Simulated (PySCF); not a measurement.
## Correlation energy of As⁺ (arsenic, charge +1)

[Ar] 3d10 4s2 4p2, high-spin 3P determinant. Calculation: PySCF 2.14, in cc-pVDZ-PP with ECP10MDF (4s3p2d, 23 functions); a scalar-relativistic core potential. Frozen: 3s2 3p6 3d10; 4 electrons correlated.

MP2 pair energies summed by pair of shells (mhartree):

```tsv
pair	energy	share (%)
4s-4p	-25.37	60.0
4s-4s	-12.71	30.1
4p-4p	-4.21	10.0
```

Total MP2 correlation energy: -42.30 mhartree.

Same-spin part -7.00 and opposite-spin part -35.29 mhartree; SCS-MP2 scales them by 1/3 and 6/5 to -44.68 mhartree.

```csv
level,correlation energy (mhartree)
CCSD,-58.69
(T),-0.61
CCSD(T),-59.30
```

Diagnostics: T1 = 0.0064, D1 = 0.0180, largest double amplitude 0.095.

Cost of the coupled-cluster step: 0.11 s of wall time on 1 thread of Intel(R) Xeon(R) Platinum 8375C CPU @ 2.90GHz (shared host), for 4 correlated electrons.
